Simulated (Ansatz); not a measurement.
ClH₄NO₂Ti, SMILES `[NH2][Ti]([OH])([OH])[Cl]` at its PBE0-D4/def2-TZVP geometry, where that method's forces vanish. The species carries charge 0 and has multiplicity 1.

```xyz
9

N    -0.1131    0.4777    1.4063
Ti   -0.2680    0.0166   -0.3928
O    -0.5367   -1.7436   -0.4308
O     1.2263    0.4429   -1.2771
Cl   -1.9604    1.1608   -1.2856
H    -0.0997    1.4230    1.7635
H    -0.1670   -0.1909    2.1619
H    -0.1256   -2.4637   -0.9109
H     2.0442    0.8771   -1.0345
```

(1) What forces (eV/Å) does ωB97M-V/def2-TZVPP give on these atoms in Ansatz? (An estimate is asked.)

## Answers

(1) The calculation gave: 
```
N1  -0.015  0.000  0.041
Ti2  0.040 -0.011  0.067
O3   0.005 -0.084 -0.019
O4   0.085  0.041 -0.034
Cl5 -0.091  0.059 -0.052
H6   0.005 -0.028  0.001
H7   0.006  0.026 -0.014
H8  -0.013  0.019  0.021
H9  -0.023 -0.021 -0.010
```
